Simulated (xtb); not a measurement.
C$_{6}$H$_{14}$AlO$_{2}$, doublet, from a rough starting geometry (GFN-xTB shapes and energies of metal compounds can be far from the true ones) (the spin is typed, not shown lowest); GFN2-xTB (xtb).

The xtb input:
```
$ xtb mol.xyz --gfn 2 --uhf 1 --opt vtight --json

# file mol.xyz
23

Al     0.02267798    -0.08280154    -0.06228650
O     -0.71295640    -0.07728122     1.44857014
C     -1.40676163    -0.16629551     2.72592934
C     -0.87962295    -1.37038211     3.49167095
C     -2.88050217    -0.24549432     2.55214116
H     -1.10991725     0.76051087     3.24665958
H     -1.15147452    -2.29222959     2.96822185
H     -1.25242007    -1.37439057     4.50807012
H      0.22447151    -1.33941141     3.53467727
H     -3.23734415     0.59735021     1.92910482
H     -3.09478621    -1.16489553     2.00128407
H     -3.31488246    -0.21132338     3.56968566
O      0.63515591     0.52458725    -1.44044993
C      1.29653703     0.97573452    -2.58106648
C      1.00986800    -0.03787556    -3.76279265
C      2.76228165     1.07794835    -2.38606194
H      0.82375008     1.96779860    -2.84580223
H      1.36828090    -0.99672876    -3.46948841
H      1.49714273     0.32613186    -4.63344504
H     -0.09526900    -0.09603748    -3.90577102
H      2.93943045     1.77740364    -1.53789189
H      3.18072566     0.13338028    -2.12863546
H      3.29031932     1.43833953    -3.23268372
```

The log (banner, timings and long lists left out):

```
   ID    Z sym.   atoms
    1   13 Al     1
    2    8 O      2, 13
    3    6 C      3-5, 14-16
    4    1 H      6-12, 17-23

           -------------------------------------------------
          |                Calculation Setup                |
           -------------------------------------------------

           -------------------------------------------------
          |                 G F N 2 - x T B                 |
           -------------------------------------------------

          ...................................................
          :                      SETUP                      :
          :.................................................:
          :  # basis functions                  56          :
          :  # atomic orbitals                  55          :
          :  # shells                           33          :
          :  # electrons                        53          :
          :  max. iterations                   250          :
          :  Hamiltonian                  GFN2-xTB          :
          :  restarted?                      false          :
          :  GBSA solvation                  false          :
          :  PC potential                    false          :
          :  electronic temp.          300.0000000     K    :
          :  accuracy                    1.0000000          :
          :  -> integral cutoff          0.2500000E+02      :
          :  -> integral neglect         0.1000000E-07      :
          :  -> SCF convergence          0.1000000E-05 Eh   :
          :  -> wf. convergence          0.1000000E-03 e    :
          :  Broyden damping             0.4000000          :
          :  net charge                          0          :
          :  unpaired electrons                  1          :
          ...................................................

 iter      E             dE          RMSdq      gap      omega  full diag
   1    -29.5311342 -0.295311E+02  0.621E+00    3.39       0.0  T
   2    -29.6055855 -0.744513E-01  0.296E+00    4.13       1.0  T
   3    -29.6090900 -0.350452E-02  0.198E+00    4.81       1.0  T
   4    -29.6123786 -0.328853E-02  0.901E-01    5.16       1.0  T
   5    -29.6126960 -0.317460E-03  0.371E-01    5.09       1.0  T
   6    -29.6130278 -0.331775E-03  0.176E-01    5.01       1.0  T
   7    -29.6130518 -0.239976E-04  0.944E-02    5.00       1.0  T
   8    -29.6130520 -0.170472E-06  0.373E-02    5.00       1.0  T
[...]
 * total energy  :   -29.2844576 Eh     change       -0.6420790E-06 Eh
 * total energy  :   -29.2844582 Eh     change       -0.6102444E-06 Eh
 * total energy  :   -29.2844588 Eh     change       -0.6347038E-06 Eh
 * total energy  :   -29.2844596 Eh     change       -0.7605238E-06 Eh
 * total energy  :   -29.2844607 Eh     change       -0.1093771E-05 Eh
 * total energy  :   -29.2844620 Eh     change       -0.1294304E-05 Eh
 * total energy  :   -29.2844622 Eh     change       -0.1932257E-06 Eh
 * total energy  :   -29.2844624 Eh     change       -0.2034527E-06 Eh
 * total energy  :   -29.2844626 Eh     change       -0.1984205E-06 Eh
 * total energy  :   -29.2844628 Eh     change       -0.1781445E-06 Eh
 * total energy  :   -29.2844629 Eh     change       -0.1120434E-06 Eh
 * total energy  :   -29.2844629 Eh     change       -0.1368546E-07 Eh
   *** GEOMETRY OPTIMIZATION CONVERGED AFTER 49 ITERATIONS ***
         :: total energy             -29.284462886308 Eh    ::
[...]
     2   8 O    2.372 --     1 Al   1.357     3 C    0.944
     3   6 C    3.953 --     5 C    1.000     4 C    1.000     6 H    0.962
                             2 O    0.944
     4   6 C    3.995 --     3 C    1.000     9 H    0.985     7 H    0.984
                             8 H    0.984
     5   6 C    3.995 --     3 C    1.000    10 H    0.985    11 H    0.984
                            12 H    0.984
     6   1 H    0.999 --     3 C    0.962
     7   1 H    0.998 --     4 C    0.984
     8   1 H    0.998 --     4 C    0.984
     9   1 H    0.998 --     4 C    0.985
    10   1 H    0.998 --     5 C    0.985
    11   1 H    0.998 --     5 C    0.984
    12   1 H    0.998 --     5 C    0.984
    13   8 O    2.372 --     1 Al   1.357    14 C    0.944
    14   6 C    3.953 --    16 C    1.001    15 C    1.000    17 H    0.961
                            13 O    0.944
    15   6 C    3.995 --    14 C    1.000    20 H    0.985    18 H    0.984
                            19 H    0.984
    16   6 C    3.995 --    14 C    1.001    21 H    0.985    22 H    0.984
                            23 H    0.984
    17   1 H    0.999 --    14 C    0.961
    18   1 H    0.998 --    15 C    0.984
    19   1 H    0.998 --    15 C    0.984
    20   1 H    0.998 --    15 C    0.985
    21   1 H    0.998 --    16 C    0.985
    22   1 H    0.998 --    16 C    0.984
    23   1 H    0.998 --    16 C    0.984
 ---------------------------------------------------------------------------

Topologies differ in total number of bonds
Writing topology from bond orders to xtbtopo.mol

molecular dipole:
                 x           y           z       tot (Debye)
 q only:        0.021      -0.204      -0.029
   full:        0.020      -0.154      -0.020       0.398
molecular quadrupole (traceless):
                xx          xy          yy          xz          yz          zz
 q only:       -0.185       0.998      -3.314      -4.039      -1.500       3.499
  q+dip:       -1.144       0.876      -2.668      -4.107      -1.471       3.812
   full:       -0.471       0.711      -2.197      -3.107      -1.102       2.667

optimized geometry written to: xtbopt.xyz

           -------------------------------------------------
          | TOTAL ENERGY              -29.284462886308 Eh   |
          | GRADIENT NORM               0.000127793742 Eh/α |
          | HOMO-LUMO GAP               5.230299376009 eV   |
           -------------------------------------------------
```
